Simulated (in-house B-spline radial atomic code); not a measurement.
**Ionising N³⁺ with different functionals**

Computed with a B-spline radial code for spherical atoms: non-relativistic Hamiltonian, point nucleus, spin-polarised at highest spin, spherical fractional occupations for the functionals, the average over the highest-spin determinants for Hartree-Fock. The ionisation energy is the difference of two self-consistent energies, [He] 2s2 → [He] 2s1, without Breit or QED terms; ε is the level of the shell that loses the electron (its least bound occupied spin orbital).

| method | rung | ΔSCF (eV) | -ε(2s) (eV) |
| --- | --- | --- | --- |
| Hartree-Fock | Hartree-Fock | 74.98 | 75.29 |
| HF fractional | Hartree-Fock | 74.98 | 75.29 |
| LDA VWN5 | LDA | 76.16 | 67.76 |
| LDA PW92 | LDA | ? | ? |
| LDA exchange-only | LDA | 74.05 | 66.15 |
| PBE | GGA | 76.44 | 68.08 |
| PBEsol | GGA | 76.07 | 67.81 |
| BLYP | GGA | 76.42 | 68.03 |
| RPBE | GGA | 76.57 | 68.14 |
| PW91 | GGA | 76.55 | 68.16 |
| BP86 | GGA | 76.50 | 68.17 |
| AM05 | GGA | 75.97 | 67.72 |
| OLYP | GGA | 76.41 | 68.11 |
| TPSS | meta-GGA | 76.47 | 68.45 |
| r2SCAN | meta-GGA | 75.82 | 68.48 |
| M06-L | meta-GGA | 76.11 | 68.67 |
| revTPSS | meta-GGA | 76.40 | 68.53 |
| PBE0 | global hybrid | ? | ? |
| B3LYP | global hybrid | 76.55 | 69.82 |
| TPSSh | global hybrid | 76.44 | 69.23 |
| M06-2X | global hybrid | 76.72 | 72.25 |
| BHandHLYP | global hybrid | 76.31 | 72.12 |
| r2SCAN0 | global hybrid | 75.91 | 70.37 |
| B97-1 | global hybrid | 76.57 | 69.82 |
| HSE06 | range-separated hybrid | 76.36 | 69.72 |
| wB97X | range-separated hybrid | 75.59 | 72.79 |
| CAM-B3LYP | range-separated hybrid | 76.49 | 71.73 |
| LC-wPBE | range-separated hybrid | 76.56 | 73.38 |

Q: What does LDA PW92 give?

A: ΔSCF 76.16 eV, and -ε(2s) = 67.75 eV.

Q: What does PBE0 give?

A: ΔSCF 76.36 eV, and -ε(2s) = 70.14 eV.

Q: Among the functionals, which spreads more, the ΔSCF values or the orbital energies?

A: The orbital energies: ΔSCF values span about 2.67 eV and the orbital energies 7.23 eV.

Q: How do they compare with the NIST value?

A: NIST lists 77.474 eV (measured, ground level to ground level). Errors run from -3.42 to -0.75 eV; M06-2X is closest (-0.75 eV), but part of that can be cancellation, since the calculations leave out relativity, Breit-QED terms, the near-degeneracy of s² and p². Hartree-Fock also lacks correlation.
